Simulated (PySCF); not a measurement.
Structure elucidation problem

The spectra below were simulated for a compound C₄H₇B.

$^{1}$H NMR (300 MHz, computed): δ 7.67 (br, 2H), 2.61 (qt, J = 3.6, 1.5 Hz, 2H), 1.86 (t, J = 3.6 Hz, 3H).

$^{13}$C{$^{1}$H} NMR (computed): δ 83.8 (C), 79.2 (C), 24.5 (CH2), 4.8 (CH3).

[PySCF 2.14: PBE0-D3(BJ)/def2-SVP structure; spin–spin couplings from B3LYP/pcJ-1 (spin–dipole term only in couplings to heteroatoms); GIAO PBE0/pcSseg-1 shieldings; one computed conformer; no solvent; relativity neglected; fast rotation and ring inversion assumed for equivalent nuclei]

δ = σ(ref) − σ, references computed at the same level: $^{1}$H (σ = 31.27 ppm), $^{13}$C (σ = 184.41 ppm) against TMS.

Which of these isomers gave the spectra?
A. B[C@@H]1CC1=C
B. BCC#CC
C. CBC#CC
D. B/C=C\C=C

Results:

B. 

- 4 carbon signals for 4 carbons: no two carbons are equivalent.
- Carbon types of the structure: 2 × C, 1 × CH2, 1 × CH3, leaving 2 H on heteroatoms.
- δC 83.8, 79.2: alkyne carbon; the triple bond shields along its axis, which puts it between sp3 and sp2 carbons.
- δC 24.5: propargylic sp3 CH2 bonded to B.
- δC 4.8: propargylic methyl carbon; a saturated carbon with 1 carbon neighbour and no heteroatom attached.
- δH 7.67: hydrogen on a boron bonded to C.
- δH 1.86: hydrogen on a propargylic methyl carbon.

The others: B[C@@H]1CC1=C would give 6 signals for carbon-bound and other non-exchanging H, not 3; B/C=C\C=C would give 6 signals for carbon-bound and other non-exchanging H, not 3; CBC#CC has carbons computed at 144.1, 99.4, 16.6, 7.6, with a different DEPT pattern.

Hydrogens on boron are broadened and split by $^{11}$B (spin 3/2, 80 %) and 10B (spin 3). A carbon bonded to boron is broadened by the quadrupolar boron nucleus and is often missing from a measured spectrum. Multiplet labels drop couplings under 1 Hz and merge nearly equal ones. Shifts are as computed. Against solution values, carbons near 30 ppm lie about +2 ppm off and those near 130 ppm about +5 ppm. Of 1211 compounds with measured shifts, 218 miss one by over three times the rms of a fit or turn the order of signals round; such compounds aren't used in these exercises. Vicinal couplings across rotatable single bonds and in flexible rings belong to the one computed conformer; a conformer average would change them.
